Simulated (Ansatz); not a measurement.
Basis sets compared for Si8NH16, a doped cluster cut from the lattice of silicon (N on a surface site). The state is a doublet with charge 0. Geometry PBE-D4/def2-SVP. Ansatz on 2 threads of AMD EPYC 7R13 on a shared host and a share (18 GiB) of an NVIDIA H100 80GB HBM3; times are rough, and most runs start from earlier orbitals.

```xyz
25

Si    1.952   -1.524   -1.559
Si    1.797    1.639    0.572
Si   -1.054    0.624   -1.816
Si   -1.501   -1.855    0.158
Si   -1.780    2.405    1.770
Si    1.281    0.727   -1.536
Si    0.776   -2.488    0.237
Si    0.184    1.221    2.241
N    -1.710   -0.182   -0.382
H     3.441   -1.710   -1.413
H     1.505   -2.168   -2.848
H     3.142    1.138    1.044
H     1.888    3.142    0.453
H    -1.373   -0.111   -3.099
H    -1.689    1.985   -1.891
H    -2.205   -2.844   -0.747
H    -2.135   -1.960    1.520
H    -1.742    3.158    0.462
H    -3.046    1.580    1.820
H     1.938    1.520   -2.640
H     0.839   -3.995    0.197
H     1.425   -2.027    1.517
H     0.770    1.727    3.538
H    -0.118   -0.240    2.441
H    -2.584    0.238   -0.042
```

Single mean-field runs in def2-TZVP are fitted with def2-universal-jkfit.

Binding counts from free atoms (Si triplet, N quartet, H doublet) in the same basis, without a counterpoise term.

```
           level  functions  energy (Eh)  HOMO (eV)  LUMO (eV)  binding per atom (eV)  wall time
       HF/STO-3G         93   -2347.9511      -5.64       6.53                   3.31      1.3 s
        HF/6-31G        145   -2374.7629      -8.45       0.96                   1.94      1.3 s
 PBE-D4/def2-SVP        238   -2378.3040      -4.97      -3.49                   3.12      2.4 s
PBE0-D4/def2-SVP        238   -2378.5528      -6.05      -2.64                   3.11      2.8 s
```

Question: Estimate the rows for PBE-D4/def2-TZVP, PBE0-D4/def2-TZVP.

Answer: 
```json
{"level": "PBE-D4/def2-TZVP", "functions": "423", "energy (Eh)": "-2379.1800", "HOMO (eV)": "-5.02", "LUMO (eV)": "-3.56", "binding per atom (eV)": "3.13", "wall time": "5.5 s"}
{"level": "PBE0-D4/def2-TZVP", "functions": "423", "energy (Eh)": "-2379.4197", "HOMO (eV)": "-6.05", "LUMO (eV)": "-2.68", "binding per atom (eV)": "3.12", "wall time": "4.3 s"}
```
